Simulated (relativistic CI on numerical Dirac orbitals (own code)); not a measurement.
Hyperfine structure of Ru³⁺, mass number 99

Calculated at this level of theory: Dirac-Coulomb-Breit CI, separate exchange-only KLI orbitals for each configuration, QED by a radiative potential, valence Slater integrals scaled by 0.85, P86 correlation energy added to each configuration (own radial code, finite nucleus).

CI space (outside the closed core [Ar] 3d10): 4s²4p⁶4d⁵, 4s²4p⁶4d⁴5s, 4s²4p⁶4d⁴5p, 4s²4p⁶4d⁴4f, 4s²4p⁶4d³5s², 4s²4p⁶4d⁴5d, 4s²4p⁶4d⁴6s, 4s²4p⁵4d⁶, 4s²4p⁶4d⁴6p, 4s²4p⁶4d³5s5p, 4s²4p⁶4d⁴6d, 4s²4p⁶4d⁴5f, 4s²4p⁶4d⁴5g, 4s²4p⁶4d³5p², 4s4p⁶4d⁶. Levels of other configurations are missing.

Nuclear spin I = 5/2, μ = -0.641 μN, Q = 0.079 b (tables of Stone and Pyykkö). The electronic factors are computed for point nuclear moments, without core polarisation; leaving it out makes A of s and p electrons in near-neutral atoms 20 to 40 % too small, and it can dominate for d and f shells.

| Level | E (eV) | A (MHz) | B (MHz) |
| --- | --- | --- | --- |
| 4s²4p⁶4d⁵ ⁴G5/2 | 2.8214 | -175.3 | 6.39 |
| 4s²4p⁶4d⁵ ⁴G7/2 | 2.8520 | -137.1 | 8.47 |
| 4s²4p⁶4d⁵ ⁴G11/2 | 2.8644 | -135.9 | -1.81 |
| 4s²4p⁶4d⁵ ⁴G9/2 | 2.8709 | -129.1 | 6.74 |
| 4s²4p⁶4d⁵ ⁴P5/2 | 3.1064 | -66.17 | 45.8 |
| 4s²4p⁶4d⁵ ⁴P3/2 | 3.1604 | -111.7 | 29.3 |
| 4s²4p⁶4d⁵ ⁴P1/2 | 3.2341 | 61.69 |  |
| 4s²4p⁶4d⁵ ⁴D7/2 | 3.4352 | -85.02 | 15 |

Levels with J = 0, under 50 % of one LS term, or S terms without an open s electron are left out. Small factors come from cancelling terms and can be off by tens of per cent or more.

Correlation outside the listed configurations is missing or only estimated: errors of thousands of cm⁻¹ between configurations and terms are usual at this charge. Rates and lifetimes follow the computed energies and can be off by large factors. The fine structure of a lone outer electron comes out too small, for d and f at times inverted, and misplaced configurations move strength between like terms.

Task: Give the hyperfine levels of 4s²4p⁶4d⁵ ⁴G5/2 relative to its centre of gravity.

Result: With K = F(F + 1) − I(I + 1) − J(J + 1), E = AK/2 + B[¾K(K + 1) − I(I + 1)J(J + 1)]/[2I(2I − 1)J(2J − 1)]: F = 0: 1538, F = 1: 1361, F = 2: 1008, F = 3: 480.2, F = 4: -221.3, F = 5: -1094 MHz.

LS names give the leading component of a level, which can be under half, so a name can repeat, a term be missing and a line seem to break the LS rules.
